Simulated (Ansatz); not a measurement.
SiIH3 (SiH3I). Total charge 0; triplet. Geometry r2SCAN-D4/def2-TZVP, that of the neutral singlet; atoms count from 1.

```xyz
5

Si    0.067   -0.065    0.184
I    -0.724    0.711   -1.994
H     1.402   -0.680    0.008
H    -0.895   -1.062    0.706
H     0.151    1.097    1.096
```

In the def2 sets I takes a core potential; there is no spin–orbit coupling. At PBE0-D4/def2-TZVP a singlet of charge 0 lies 5.23 eV below the triplet at the same geometry.

(1) Estimate the Mulliken populations from the PBE0/def2-TZVP orbitals of Ansatz.

(2) Where does the spin sit?

(3) And the Mayer bond orders between bonded heavy atoms (over 0.3)?

## Answers

(1) 
| atom | charge (e) | spin (α − β) |
| --- | --- | --- |
| Si1 | -0.20 | 0.72 |
| I2 | 0.21 | 1.20 |
| H3 | 0.01 | 0.06 |
| H4 | -0.01 | 0.01 |
| H5 | -0.01 | 0.01 |
Mulliken values and Mayer orders depend strongly on the basis.

(2) Summed by element: Si 0.72, I 1.20, H 0.08, of 2 unpaired in all. Largest on single atoms: I2 1.20, Si1 0.72, H3 0.06.

(3) Si1–I2 0.62 (2.44 Å).
